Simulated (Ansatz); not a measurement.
Two isomers of C2H7NOSi2: A = `C[SiH]1N=C[SiH2]O1`, B = `[SiH3][SiH]1N=CCO1`.

Isolated molecules relaxed with PBE0-D4/def2-TZVP in Ansatz; ΔE leaves out vibrations. CCSD(T)/CBS adds triple-zeta CCSD(T) − MP2 to the extrapolated MP2 energy (def2 sets, frozen cores). DFT in def2-TZVPP. B3LYP here is the variant with VWN-RPA as its local correlation; programs differ in this.

Task: Which is lower in electronic energy at CCSD(T)/CBS, and by how much? (An estimate is asked.)

Result: The calculation gave: A, by 51.3 kcal/mol.

Task: Give E(B) − E(A) in kcal/mol with B2PLYP, B3LYP-D4, PBE0-D4, HF/def2-TZVPP, MP2/def2-TZVPP, CCSD(T)/def2-TZVPP, CCSD/def2-TZVPP. (An estimate is asked.)

Result: The calculation gave: B2PLYP 50.5, B3LYP-D4 49.0, PBE0-D4 46.2, HF/def2-TZVPP 50.2, MP2/def2-TZVPP 53.1, CCSD(T)/def2-TZVPP 49.9, CCSD/def2-TZVPP 50.1. None reverses the order clearly.

Largest T1 diagnostic: 0.014.

From PBE to PBE0 (25 % exact exchange), in def2-TZVPP and without D4, E(B) − E(A) moves by +1.7 kcal/mol.
